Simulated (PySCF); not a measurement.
C2H8BNO2, SMILES B(COC)(N)O.

The structure is a stationary point at B3LYP-D3(BJ)/def2-SVP. This is a generated structure with no PubChem entry under its InChIKey; it may be hypothetical. One conformer was computed; it need not be the lowest.

Level of theory: TDA-ωB97X/def2-SVPD (PySCF 2.14.0).

Vertical excitations.  State labels are in the subgroup Cs.

Computed UV-visible absorptions:
```json
[
 {"state": "S1", "symmetry": "A\"", "energy (eV)": "7.39", "λ (nm)": "168", "f": "0.042", "main pairs": "HOMO→LUMO 44 %, HOMO−1→LUMO 25 %, HOMO→LUMO+1 10 %, HOMO−1→LUMO+2 7 %"},
 {"state": "S2", "symmetry": "A\"", "energy (eV)": "7.47", "λ (nm)": "166", "f": "0.002", "main pairs": "HOMO−1→LUMO 45 %, HOMO→LUMO+1 23 %, HOMO→LUMO 9 %"},
 {"state": "S3", "symmetry": "A\"", "energy (eV)": "8.14", "λ (nm)": "152", "f": "0.005", "main pairs": "HOMO→LUMO+1 28 %, HOMO→LUMO 21 %, HOMO→LUMO+2 20 %, HOMO−4→LUMO 7 %"},
 {"state": "S4", "symmetry": "A\"", "energy (eV)": "8.41", "λ (nm)": "147", "f": "0.047", "main pairs": "HOMO−1→LUMO+2 38 %, HOMO−1→LUMO+1 22 %, HOMO−1→LUMO 13 %"},
 {"state": "S5", "symmetry": "A'", "energy (eV)": "8.45", "λ (nm)": "147", "f": "0.038", "main pairs": "HOMO−2→LUMO 80 %"},
 {"state": "S6", "symmetry": "A\"", "energy (eV)": "8.65", "λ (nm)": "143", "f": "0.042", "main pairs": "HOMO→LUMO+2 42 %, HOMO→LUMO+1 19 %, HOMO→LUMO+5 10 %, HOMO→LUMO+3 8 %"},
 {"state": "S7", "symmetry": "A'", "energy (eV)": "8.89", "λ (nm)": "140", "f": "0.011", "main pairs": "HOMO→LUMO+4 80 %"},
 {"state": "S8", "symmetry": "A'", "energy (eV)": "8.97", "λ (nm)": "138", "f": "0.022", "main pairs": "HOMO−2→LUMO+1 44 %, HOMO−2→LUMO+2 12 %, HOMO−2→LUMO+3 10 %"},
 {"state": "S9", "symmetry": "A'", "energy (eV)": "9.00", "λ (nm)": "138", "f": "0.337", "main pairs": "HOMO−1→LUMO+4 64 %, HOMO−1→LUMO+6 12 %"},
 {"state": "S10", "symmetry": "A\"", "energy (eV)": "9.01", "λ (nm)": "138", "f": "0.014", "main pairs": "HOMO→LUMO+3 53 %, HOMO→LUMO+5 11 %"},
 {"state": "T1", "symmetry": "A\"", "energy (eV)": "7.26", "λ (nm)": "171", "f": "0", "main pairs": "HOMO−1→LUMO 40 %, HOMO→LUMO 29 %, HOMO−1→LUMO+2 10 %"},
 {"state": "T2", "symmetry": "A'", "energy (eV)": "7.31", "λ (nm)": "170", "f": "0", "main pairs": "HOMO−1→LUMO+4 46 %, HOMO−1→LUMO+6 32 %, HOMO→LUMO+4 8 %"},
 {"state": "T3", "symmetry": "A\"", "energy (eV)": "7.36", "λ (nm)": "168", "f": "0", "main pairs": "HOMO→LUMO+1 32 %, HOMO−1→LUMO 23 %, HOMO→LUMO 14 %, HOMO→LUMO+3 10 %"},
 {"state": "T4", "symmetry": "A\"", "energy (eV)": "7.89", "λ (nm)": "157", "f": "0", "main pairs": "HOMO→LUMO+2 27 %, HOMO→LUMO 26 %, HOMO→LUMO+1 10 %, HOMO−4→LUMO 7 %"}
]
```
Triplets are in the Tamm–Dancoff approximation.
